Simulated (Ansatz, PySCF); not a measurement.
Process, species as SMILES: FC(F)=CCl + 3 C (CH4) -> C=C (C2H4) + CCl (CH3Cl) [chloromethane] + 2 CF (CH3F) [fluoromethane]
Geometries: B3LYP-D3(BJ)/def2-TZVP minima from Ansatz (a quantum-chemistry and plane-wave program). Frequencies are from Ansatz or PySCF.

Wanted: bond separation energy (enthalpy at 298 K, with B3LYP-D3(BJ) rigid-rotor harmonic-oscillator terms), in kcal/mol. Valence correlation only, unless marked. No spin-orbit coupling. No relativistic terms. CBS marks a two-point X^-3 extrapolation of the correlation energy; Hartree-Fock from the larger set.

From measured enthalpies of formation at 298 K: 8.6 kcal/mol (FC(F)=CCl -75.4, CRC Handbook; C (CH4) -17.8, ATcT 1.112; C=C (C2H4) 12.6, ATcT 1.112; CCl (CH3Cl) -19.7, ATcT 1.112; CF (CH3F) -56.5, ATcT 1.112). It holds spin-orbit effects, which the calculations lack, and core correlation, which the frozen-core levels lack. This is an older compilation, not checked against later work.

```tsv
level	program	bond separation energy (kcal/mol)	error against measurement
HF/cc-pV(Q+d)Z	Ansatz	11.2	2.6
PBE/def2-TZVPD	Ansatz	21.7	13.1
PBE0/def2-SVP	Ansatz	27.6	19.0
PBE0/def2-QZVPP	Ansatz	20.7	12.1
SCS-MP2/aug-cc-pV(T+d)Z	Ansatz	15.3	6.7
CCSD/aug-cc-pV(T+d)Z	Ansatz	15.2	6.6
CCSD(T)/CBS(cc-pV(T+d)Z,cc-pV(Q+d)Z)	Ansatz	17.3	8.7
```

Nearest to the measured value here: HF/cc-pV(Q+d)Z; farthest: PBE0/def2-SVP.
